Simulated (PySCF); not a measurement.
C₈H₇N.
SMILES with atom numbers: `[cH:1]1[cH:2][cH:3][n:4]2[cH:5][cH:6][cH:7][c:8]2[cH:9]1` (hydrogens: H10 on C1; H11 on C2; H12 on C3; H13 on C5; H14 on C6; H15 on C7; H16 on C9)

The same species was optimised twice, with GFN2-xTB and with PBE0-D3(BJ)/def2-SVP (PySCF), and the same property calculations (PySCF, gas phase) were run on both structures.

| coordinate | GFN2-xTB | PBE0-D3(BJ)/def2-SVP | change |
| --- | --- | --- | --- |
| N4–C5 (Å) | 1.351 | 1.368 | +0.017 |
| C6–C7 (Å) | 1.396 | 1.409 | +0.013 |
| C3–N4 (Å) | 1.358 | 1.371 | +0.013 |
| C8–C9 (Å) | 1.406 | 1.416 | +0.010 |
| C1–C2 (Å) | 1.415 | 1.425 | +0.010 |
| N4–C8 (Å) | 1.397 | 1.407 | +0.010 |
| C1–C9 (Å) | 1.364 | 1.370 | +0.006 |
| C5–C6 (Å) | 1.379 | 1.385 | +0.006 |
| C7–C8 (Å) | 1.387 | 1.393 | +0.006 |
| C2–C3 (Å) | 1.357 | 1.362 | +0.005 |
| C7–C8–C9 (°) | 134.1 | 134.8 | +0.7 |
| N4–C8–C9 (°) | 118.6 | 118.0 | -0.6 |
| C3–N4–C5 (°) | 129.8 | 129.3 | -0.5 |
| N4–C5–C6 (°) | 108.5 | 107.9 | -0.6 |
| C1–C9–C8 (°) | 119.9 | 120.3 | +0.4 |
| C5–C6–C7 (°) | 108.2 | 108.5 | +0.3 |
| C5–N4–C8 (°) | 108.9 | 109.2 | +0.3 |
| C3–N4–C8 (°) | 121.3 | 121.6 | +0.3 |

Rotational constants: A = 4015, B = 1709, C = 1199 MHz (GFN2-xTB) against A = 3956, B = 1685, C = 1182 MHz (PBE0-D3(BJ)/def2-SVP). Point groups within 0.08 Å: Cs and Cs.

On the GFN2-xTB structure: HOMO (eV) -5.51 [PBE0/pcSseg-1]; LUMO (eV) -0.74 [PBE0/pcSseg-1]; dipole (D) 1.19 [PBE0/pcSseg-1]; GIAO shielding of C1 (ppm) 65.7 [PBE0/pcSseg-1]; GIAO shielding of C2 (ppm) 70.1 [PBE0/pcSseg-1]; GIAO shielding of C3 (ppm) 58.9 [PBE0/pcSseg-1]; GIAO shielding of N4 (ppm) 48.0 [PBE0/pcSseg-1]; GIAO shielding of C5 (ppm) 73.5 [PBE0/pcSseg-1]; GIAO shielding of C6 (ppm) 65.8 [PBE0/pcSseg-1]; GIAO shielding of C7 (ppm) 81.8 [PBE0/pcSseg-1]; GIAO shielding of C8 (ppm) 49.5 [PBE0/pcSseg-1].

Question: What do these properties become on the PBE0-D3(BJ)/def2-SVP structure?

Answer: 
```tsv
property	level	on GFN2-xTB	on PBE0-D3(BJ)/def2-SVP	change
HOMO (eV)	PBE0/pcSseg-1	-5.51	-5.53	-0.02
LUMO (eV)	PBE0/pcSseg-1	-0.74	-0.79	-0.05
dipole (D)	PBE0/pcSseg-1	1.19	1.21	+0.02
energy, GFN2-xTB geometry as zero (kcal/mol)	PBE0/pcSseg-1	0.0	-0.5	-0.5
GIAO shielding of C1 (ppm)	PBE0/pcSseg-1	65.7	63.4	-2.3
GIAO shielding of C2 (ppm)	PBE0/pcSseg-1	70.1	68.7	-1.4
GIAO shielding of C3 (ppm)	PBE0/pcSseg-1	58.9	55.6	-3.3
GIAO shielding of N4 (ppm)	PBE0/pcSseg-1	48.0	41.9	-6.1
GIAO shielding of C5 (ppm)	PBE0/pcSseg-1	73.5	69.9	-3.6
GIAO shielding of C6 (ppm)	PBE0/pcSseg-1	65.8	64.0	-1.8
GIAO shielding of C7 (ppm)	PBE0/pcSseg-1	81.8	80.2	-1.6
GIAO shielding of C8 (ppm)	PBE0/pcSseg-1	49.5	47.4	-2.1
```

The heavy atoms differ by 0.014 Å rms after alignment. Among bonds between heavy atoms N4–C5 changes most (+0.017 Å). Changes are differences of the printed values. Neither structure is proved a minimum here.
